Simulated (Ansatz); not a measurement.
```yaml
crystal:
  periodic: [false, false, false]
  atoms:
    - {symbol: C, position_ang: [-1.685771, 0.500232, 0.843288]}
    - {symbol: Ge, position_ang: [-0.039986, 0.050341, 0.320430]}
    - {symbol: Al, position_ang: [2.103219, -0.286972, 1.270292]}
    - {symbol: C, position_ang: [0.025360, -1.046825, -1.635375]}
    - {symbol: C, position_ang: [0.289717, 0.286948, -1.648315]}
    - {symbol: H, position_ang: [-2.092072, 0.006225, 1.390087]}
    - {symbol: H, position_ang: [-1.373323, 1.461893, 1.119934]}
    - {symbol: H, position_ang: [-2.320099, 0.573067, 0.078038]}
    - {symbol: H, position_ang: [1.994083, -0.275632, 2.662870]}
    - {symbol: H, position_ang: [3.215149, -0.967743, 0.417382]}
    - {symbol: H, position_ang: [-0.366104, -1.636105, -2.179556]}
    - {symbol: H, position_ang: [0.382804, 0.900569, -2.716802]}
basis:
  gaussian: {orbitals: def2-TZVP, nuclear_model: gaussian}
hamiltonian: {xc: {name: wPBEh}}
accuracy: high
relax: {f_tol: 0.001, max_steps: 3}
output: {forces: true}
```

```sh
$ ansatz run in.yaml --threads 4 --pin off --events-out ev --progress --plain --max-ram 10444MiB
```

(1) How does Ansatz answer? (Estimate.)

Answers

(1) Ansatz gave: The calculation stopped without meeting its thresholds.
```
Functional definition: wPBEh
4257 factors; integrals over basis functions are off by at most 3.0e-9 eV
143 factors; integrals over basis functions are off by at most 8.0e-10 eV
mean field evaluation 1: about -66302.5197 eV, gradient 8.7e1 eV
mean field evaluation 2: about -66215.4704 eV, gradient 1.6e2 eV
mean field evaluation 4: about -66319.4493 eV, gradient 1.7e1 eV
mean field evaluation 8: about -66320.2215 eV, gradient 6.0e-1 eV
mean field evaluation 16: about -66320.3446 eV, gradient 4.9e-4 eV
mean field -66320.34462561 eV, -2437.2277114470 hartree, gradient 1.8e-8 eV, S^2 0.000000; 0 other end points of the search recorded, 0 dependent functions left out
reference -66320.34463037 eV, -2437.2277116220 hartree; 35, 35 occupied and 185, 185 virtual orbitals, 4257 factors
relax step   1: F+E_penalty+E_count = -66320.34462561 eV  Δ(F+E_penalty+E_count) = +0.000e0 eV  max|allowed force component| = 1.259e1 eV/Å  Δτ_max = 0.0000 Å  (37 SCF iters, accepted)
4267 factors; integrals over basis functions are off by at most 4.0e-9 eV
143 factors; integrals over basis functions are off by at most 1.0e-9 eV
mean field evaluation 32: about -66324.8244 eV, gradient 7.4e-4 eV
mean field -66324.82436852 eV, -2437.3923389625 hartree, gradient 8.2e-8 eV, S^2 0.000000; 0 other end points of the search recorded, 0 dependent functions left out
reference -66324.82437332 eV, -2437.3923391390 hartree; 35, 35 occupied and 185, 185 virtual orbitals, 4267 factors
relax step   2: F+E_penalty+E_count = -66324.82436852 eV  Δ(F+E_penalty+E_count) = -4.480e0 eV  max|allowed force component| = 2.299e0 eV/Å  Δτ_max = 0.1946 Å  (50 SCF iters, accepted)
4289 factors; integrals over basis functions are off by at most 4.4e-9 eV
143 factors; integrals over basis functions are off by at most 1.4e-9 eV
mean field -66325.28777195 eV, -2437.4093687243 hartree, gradient 1.0e-8 eV, S^2 0.000000; 0 other end points of the search recorded, 0 dependent functions left out
reference -66325.28777679 eV, -2437.4093689021 hartree; 35, 35 occupied and 185, 185 virtual orbitals, 4289 factors
relax step   3: F+E_penalty+E_count = -66325.28777195 eV  Δ(F+E_penalty+E_count) = -4.634e-1 eV  max|allowed force component| = 1.014e0 eV/Å  Δτ_max = 0.1946 Å  (45 SCF iters, accepted)
Error: geometry relaxation did not converge after 3 steps: max|allowed force component| = 1.01e0 eV/Å (threshold 1.0e-3). Raise `relax.max_steps` over both its present limit and 3, loosen `relax.f_tol`, or start from a geometry closer to equilibrium. Where this run's directory can be resumed (`checkpoint.write`), a resume goes on for up to `relax.max_steps` more
```
